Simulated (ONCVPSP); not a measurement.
## What the settings do to the ONCV potential of B (Z = 5)

Base potential:

boron (B), optimised norm-conserving Vanderbilt (ONCV), made with ONCVPSP 4.0.1 (PBE, scalar-relativistic). Core [He], reference 2s2 2p1. Waves: 2s: rc 1.20 bohr, ncon 4, nbas 8, qcut 4.4 1/bohr, 2 projectors, debl 0.5 Ha; 2p: rc 2.35 bohr, ncon 5, nbas 9, qcut 5.7 1/bohr, 2 projectors, debl 3.5 Ha; d scattering state at 0.17 Ha: rc 2.00 bohr, ncon 4, nbas 8, qcut 5.7 1/bohr, 2 projectors, debl 1 Ha. Local part: polynomial inside 0.85 bohr (lpopt 5, dvloc0 0 Ha). Core correction: polynomial model core, fcfact 0.55.

All-electron outer shells of the reference configuration (PBE, scalar-relativistic, ld1.x):

| shell | level (eV) | outermost node (bohr) | outermost maximum (bohr) |
| --- | --- | --- | --- |
| 1s | -180.59 | – | 0.21 |
| 2s | -9.44 | 0.46 | 1.52 |
| 2p | -3.61 | – | 1.57 |

Cutoffs, loose and tight: the cutoffs (Ha) at which the residual kinetic energy of the hardest occupied pseudo-wave falls to 1 and 0.1 mHa per electron. They do not see the model core or the augmentation charge, which bear on the density cutoff. Test errors are all-electron minus pseudo excitation energies from the reference, over the configurations 2s2 2p0; 2s1 2p0; 2s2 2p0.5; 2s1 2p2. A dash means not determined; rows that change the core or the reference have their own tests.

```tsv
change	outcome	cutoff, loose	cutoff, tight	bound ghosts	GHOST(+) flags above zero	largest test error (meV)
base	generated	12 Ha	72 Ha	none	s	+95
all radii but the core radius scaled by about 1.12 (s 1.34, p 2.62, d 2.24 bohr); local potential polynomial inside 0.96 bohr (lpopt 5, dvloc0 0 Ha)	generated	12 Ha	78 Ha	none	none	+118
all radii but the core radius scaled by about 1.19 (s 1.42, p 2.78, d 2.38 bohr); local potential polynomial inside 1.00 bohr (lpopt 5, dvloc0 0 Ha)	generated	11 Ha	68 Ha	none	none	+134
all radii but the core radius scaled by about 1.30 (s 1.56, p 3.06, d 2.60 bohr); local potential polynomial inside 1.10 bohr (lpopt 5, dvloc0 0 Ha)	generated	9.4 Ha	52 Ha	none	none	+169
```

Question: What comes out with this change to the base: all radii but the core radius scaled by about 0.78 (s 0.94, p 1.84, d 1.56 bohr); local potential polynomial inside 0.66 bohr (lpopt 5, dvloc0 0 Ha)?

Answer: outcome: failed: ERROR pspot: first pseudo wave function has node, program will stop. Cause: the optimised pseudo-wave of the first projector has a node, so the radial equation cannot be inverted for a potential.

Question: What comes out with this change to the base: all radii but the core radius scaled by about 0.88 (s 1.06, p 2.08, d 1.76 bohr); local potential polynomial inside 0.74 bohr (lpopt 5, dvloc0 0 Ha)?

Answer: outcome: generated; cutoff, loose: 12 Ha; cutoff, tight: 48 Ha; bound ghosts: none; GHOST(+) flags above zero: s; largest test error (meV): +73.

Reading the sweep of the scale of all radii but the core radius (base = 1) (base included, trends over the rows without a ghost): The loose cutoff falls from 12 Ha at 0.88 to 9.4 Ha at 1.3. A larger radius leaves more room for a smooth pseudo-wave, so fewer plane waves are needed; a smaller one forces it to follow the all-electron wave where it bends sharply. The median size of the test errors (rows with all tests solved) rises from 10.7 meV at 0.88 to 33.8 meV at 1.3. More of the atom is replaced by a form fitted at one configuration, so other configurations suffer as the radius grows. The generation fails at 0.78.
